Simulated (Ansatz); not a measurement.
```xyz
18

C    -0.797    0.243   -2.718
S    -1.001    1.604   -1.575
C    -0.390    1.006   -0.069
C    -0.493    2.042    1.005
C     0.112   -0.235    0.102
C     0.631   -0.747    1.371
C     1.148   -2.165    1.327
O     0.659   -0.105    2.405
H     0.255   -0.025   -2.828
H    -1.176    0.597   -3.677
H    -1.377   -0.626   -2.404
H    -1.100    1.670    1.832
H     0.492    2.252    1.424
H    -0.930    2.966    0.621
H     0.148   -0.921   -0.735
H     0.354   -2.849    1.013
H     1.512   -2.454    2.311
H     1.955   -2.253    0.594
```

Charge 0, multiplicity 1.

Q: List the PBE/def2-TZVPP orbital energies in eV (the Gaussian-basis code of Ansatz). (Best estimate.)

A: Ansatz gave: Occupied: -2396.43, -509.31, -270.78, -270.43, -270.02, -268.93, -268.84, -268.71, -209.34, -155.51, -155.38, -155.25, -25.51, -21.21, -19.24, -18.52, -17.22, -16.49, -14.06, -12.33, -12.11, -11.09, -11.07, -10.70, -10.65, -10.19, -9.98, -9.36, -9.01, -8.93, -8.51, -8.24, -7.43, -5.53, -5.24. Lowest empty: -2.15, -0.37, 0.41, 0.42, 0.91, 1.17, 1.60, 1.85.
